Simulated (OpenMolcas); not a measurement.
## Multiconfigurational calculation on Mo3+

Mo3+ with 4 ligands (fluoride) in square-planar coordination (D4h) at 1.87 Å. A charge of +0.25 e stands 2.4 Å behind each ligand. Ligand basis ANO-RCC-VDZP. With inversion symmetry the input lists one of each pair of outer charges.

Input:

```
&GATEWAY
Coord
5

Mo 0.0 0.0 0.0
F 1.870000 0.000000 0.000000
F 0.000000 1.870000 0.000000
F -1.870000 0.000000 0.000000
F 0.000000 -1.870000 0.000000
Basis=Mo.ANO-RCC-VTZP,F.ANO-RCC-VDZP
Group=XYZ
NoMove
AngMom=0.0 0.0 0.0
AMFI
RICD
XField
2 Angstrom 0
4.270000 0.000000 0.000000 0.250000
0.000000 4.270000 0.000000 0.250000
&SEWARD
* reference wave functions (RASSCF and RASSI steps not shown): 3 electrons in 5 orbitals (4d)
>>> COPY JOB001 $Project.JobIph
&CASPT2
Multistate=10 1 2 3 4 5 6 7 8 9 10
NoMult
Frozen=10 8
IPEA=0.25
Imaginary=0.1
MaxIter=60
WThr=0.0 0.3 0.05
PrWF=0.5
NoMix
>>> COPY JOB002 $Project.JobIph
&CASPT2
Multistate=40 1 2 3 4 5 6 7 8 9 10 11 12 13 14 15 16 17 18 19 20 21 22
23 24 25 26 27 28 29 30 31 32 33 34 35 36 37 38 39 40
NoMult
Frozen=10 8
IPEA=0.25
Imaginary=0.1
MaxIter=60
WThr=0.0 0.3 0.05
PrWF=0.5
NoMix
```

Launched by
```bash
OMP_NUM_THREADS=1 MOLCAS_MEM=2457 MOLCAS_PROJECT=a pymolcas a.inp > a.log  # once for each step of the input, in one work folder
```

Output, cut to the results:

```
--- CASPT2 ---
Orbital specifications:
      -----------------------

      Symmetry species                           1   2
                                                ag  au
      Frozen orbitals                           10   8
      Inactive orbitals                          9  11
      Active orbitals                            5   0
      Secondary orbitals                        40  41
      Deleted orbitals                           0   0
      Number of basis functions                 64  60
Type of calculation                        SS-CASPT2
      Fock operator                              state-specific
      IPEA shift                                 0.25
      Real shift                                 0.00
      Imaginary shift                            0.10
      The input orbitals will be transformed to quasi-canonical
Reference energy:       -4444.3402138094
      E2 (Non-variational):      -1.2747731039
      Shift correction:          -0.0009668863
      E2 (Variational):          -1.2757399902
      Total energy:           -4445.6159537996
      Residual norm:              0.0000002876
      Reference weight:           0.76398
      Contributions to the CASPT2 correlation energy
      Active & Virtual Only:         -0.0210818218
      One Inactive Excited:          -0.1744565965
      Two Inactive Excited:          -1.0792346856
Reference energy:       -4444.3165414439
      E2 (Non-variational):      -1.2690840838
      Shift correction:          -0.0009401702
      E2 (Variational):          -1.2700242540
      Total energy:           -4445.5865656979
      Residual norm:              0.0000001707
      Reference weight:           0.76572
      Contributions to the CASPT2 correlation energy
      Active & Virtual Only:         -0.0177222557
      One Inactive Excited:          -0.1769949020
      Two Inactive Excited:          -1.0743669260
::    CASPT2 Root  1     Total energy:  -4445.61595380
::    CASPT2 Root  2     Total energy:  -4445.58656570
::    CASPT2 Root  3     Total energy:  -4445.58656569
::    CASPT2 Root  4     Total energy:  -4445.54721305
::    CASPT2 Root  5     Total energy:  -4445.41465946
::    CASPT2 Root  6     Total energy:  -4445.41465947
::    CASPT2 Root  7     Total energy:  -4445.37402666
::    CASPT2 Root  8     Total energy:  -4445.36273062
::    CASPT2 Root  9     Total energy:  -4445.30519220
::    CASPT2 Root 10     Total energy:  -4445.30519220
--- CASPT2 ---
Orbital specifications:
      -----------------------

      Symmetry species                           1   2
                                                ag  au
      Frozen orbitals                           10   8
      Inactive orbitals                          9  11
      Active orbitals                            5   0
      Secondary orbitals                        40  41
      Deleted orbitals                           0   0
      Number of basis functions                 64  60
Type of calculation                        SS-CASPT2
      Fock operator                              state-specific
      IPEA shift                                 0.25
      Real shift                                 0.00
      Imaginary shift                            0.10
      The input orbitals will be transformed to quasi-canonical
Reference energy:       -4444.2926707748
      E2 (Non-variational):      -1.3021439901
      Shift correction:          -0.0011206195
      E2 (Variational):          -1.3032646095
      Total energy:           -4445.5959353844
      Residual norm:              0.0000003325
      Reference weight:           0.75333
      Contributions to the CASPT2 correlation energy
      Active & Virtual Only:         -0.0329358290
      One Inactive Excited:          -0.1746665547
      Two Inactive Excited:          -1.0945416064
Reference energy:       -4444.2926707748
      E2 (Non-variational):      -1.3021439643
      Shift correction:          -0.0011206183
      E2 (Variational):          -1.3032645826
      Total energy:           -4445.5959353573
      Residual norm:              0.0000003325
      Reference weight:           0.75333
      Contributions to the CASPT2 correlation energy
      Active & Virtual Only:         -0.0329358093
      One Inactive Excited:          -0.1746665483
      Two Inactive Excited:          -1.0945416066
::    CASPT2 Root  1     Total energy:  -4445.59593538
::    CASPT2 Root  2     Total energy:  -4445.59593536
::    CASPT2 Root  3     Total energy:  -4445.58769602
::    CASPT2 Root  4     Total energy:  -4445.57799250
::    CASPT2 Root  5     Total energy:  -4445.57220999
::    CASPT2 Root  6     Total energy:  -4445.57128322
::    CASPT2 Root  7     Total energy:  -4445.55206453
::    CASPT2 Root  8     Total energy:  -4445.55206454
::    CASPT2 Root  9     Total energy:  -4445.55058966
::    CASPT2 Root 10     Total energy:  -4445.53953681
::    CASPT2 Root 11     Total energy:  -4445.53953682
::    CASPT2 Root 12     Total energy:  -4445.53513622
::    CASPT2 Root 13     Total energy:  -4445.53513622
::    CASPT2 Root 14     Total energy:  -4445.50580429
::    CASPT2 Root 15     Total energy:  -4445.49756647
::    CASPT2 Root 16     Total energy:  -4445.49866298
::    CASPT2 Root 17     Total energy:  -4445.47427033
::    CASPT2 Root 18     Total energy:  -4445.46155970
::    CASPT2 Root 19     Total energy:  -4445.41965983
::    CASPT2 Root 20     Total energy:  -4445.41965980
::    CASPT2 Root 21     Total energy:  -4445.41023943
::    CASPT2 Root 22     Total energy:  -4445.37827524
::    CASPT2 Root 23     Total energy:  -4445.37827522
::    CASPT2 Root 24     Total energy:  -4445.36976192
::    CASPT2 Root 25     Total energy:  -4445.36976191
::    CASPT2 Root 26     Total energy:  -4445.34599474
::    CASPT2 Root 27     Total energy:  -4445.32715841
::    CASPT2 Root 28     Total energy:  -4445.33236971
::    CASPT2 Root 29     Total energy:  -4445.32808413
...
```

Spin-orbit levels above the lowest (labels of D4, the rotations of D4h), with the averaged single-state CASPT2 energies on the diagonal:

| E (cm-1) | Degeneracy | Label | 2S+1 | g |
| --- | --- | --- | --- | --- |
| 0 | 2 | E3/2 | 4 | 0.01 0.01 5.95 |
| 38 | 2 | E1/2 | 4 | 1.98 3.81 3.81 |
| 4250 | 2 | E1/2 | 2 | 0.70 0.71 0.71 |
| 4530 | 2 | E3/2 | 2 | 0.65 0.65 2.28 |
| 5490 | 2 | E3/2 | 4 (56 %) | 1.82 2.40 2.40 |
| 6320 | 2 | E3/2 | 4 | 1.16 3.05 3.05 |
| 6690 | 2 | E1/2 | 4 | 0.06 0.06 3.93 |
| 6950 | 2 | E1/2 | 4 | 0.19 0.19 7.84 |
| 7200 | 2 | E3/2 | 2 (58 %) | 1.99 2.75 2.75 |
| 8470 | 2 | E1/2 | 2 | 2.00 2.67 2.67 |
| 9750 | 2 | E3/2 | 2 | 1.40 1.40 1.54 |
| 9880 | 2 | E3/2 | 2 | 2.04 2.04 2.27 |
| 13710 | 2 | E3/2 | 2 | 0.36 0.36 1.18 |
| 13840 | 2 | E1/2 | 2 (81 %) | 0.01 0.01 2.11 |
| 14600 | 2 | E1/2 | 2 (87 %) | 0.34 0.87 0.87 |
| 15370 | 2 | E3/2 | 4 | 1.70 3.86 3.86 |
| 15680 | 2 | E1/2 | 4 (66 %) | 0.04 0.04 4.81 |
| 16930 | 2 | E3/2 | 2 | 0.18 0.18 1.08 |
| 16950 | 2 | E1/2 | 2 | 0.84 0.84 3.06 |
| 17800 | 2 | E3/2 | 2 | 0.00 0.00 2.08 |

The least metal-like active orbital is 78 % on the metal (Löwdin) and no ligand orbital is active, so the numbers are rough. Ligand-to-metal charge-transfer states are missing. With no ligand orbital active B as a rule stays too high, so bands that hang on it stand too high and its fall with covalency is understated. No measured value stands beside these numbers; the geometry was imposed, not optimised, and the real ion may take another.

The CASPT2 steps took 85 s on 1 thread of Arm Neoverse V1, with other jobs on the host; the integral step is not counted.
